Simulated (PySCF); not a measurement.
# BeN⁺: energy against distance

Set-up: basis Be def2-SVPD, N def2-SVPD; no relativity; PySCF 2.14. Energies in eV from Be⁺ + N in their ground configurations at the same level. State: ³Σ⁻ (triplet), unpaired electrons π ↑↑.

```
R (Å)     PBE  r²SCAN0    PBE0
1.386  -1.648   -1.080  -1.358
1.451  -2.034   -1.442  -1.722
1.515  -2.256   -1.637  -1.920
1.564  -2.341   -1.703  -1.989
1.612  -2.375   -1.717  -2.006
1.660  -2.368   -1.695  -1.985
1.725  -2.314   -1.632  -1.913
1.805  -2.198   -1.529  -1.785
1.902  -2.018   -1.393  -1.610
2.031  -1.752   -1.206  -1.375
```

Put a parabola through the three lowest points of the PBE curve and estimate Re, k and ωe (reduced mass 5.483 u; 1 eV/Å² = 0.16022 mdyn/Å; ωe = 1302.8·√(k/μ) cm⁻¹).

Through R = 1.564, 1.612, 1.66 Å the second-order coefficient is 8.90 eV/Å², so Re ≈ 1.628 Å, k ≈ 2.85 mdyn/Å and ωe ≈ 939 cm⁻¹. A polynomial fit of higher order to the unrounded PBE energies gives Re = 1.627 Å, k = 2.51 mdyn/Å, ωe = 881 cm⁻¹; anharmonicity and rounding make the difference.

The higher-order fit for each curve: PBE: Re = 1.627 Å, ωe = 881 cm⁻¹, De = 2.38 eV; r²SCAN0: Re = 1.604 Å, ωe = 899 cm⁻¹, De = 1.72 eV; PBE0: Re = 1.607 Å, ωe = 921 cm⁻¹, De = 2.01 eV.

⟨S²⟩ of the unrestricted solution departs from its pure value on part of the curve, where spin states mix. For an ion De counts to the pair picked by the measured ionisation energies or electron affinities, which need not be the lowest pair at this level. The state was picked by a PBE0 search and need not be the measured ground state.
